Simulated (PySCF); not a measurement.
Level of theory: PySCF with PBE-D3(BJ)/def2-TZVP // PBE0-D3(BJ)/def2-TZVP. Gas-phase values, no solvent. One relaxed conformer stands for a flexible species; it need not be the lowest. 

Reference species (SMILES): `OB(O)O` (neutral, multiplicity 1).

The LUMO is -0.72 eV. The HOMO–LUMO gap is 6.70 eV and the S1 oscillator strength is 0.001.

After one change: the LUMO falls by 2.51 eV; the HOMO–LUMO gap drops by 3.68 eV; the S1 oscillator strength is nearly the same.

**Question.** What was changed between the two runs? The new species is one of these.
(A) `IB(I)I`
(B) `OB(I)I` (H–O–B–I torsion 0°)
(C) `OB(O)I` (H–O–B–I torsion 180°, I–B–O–H torsion -180°)

**Answer.** A, `IB(I)I`
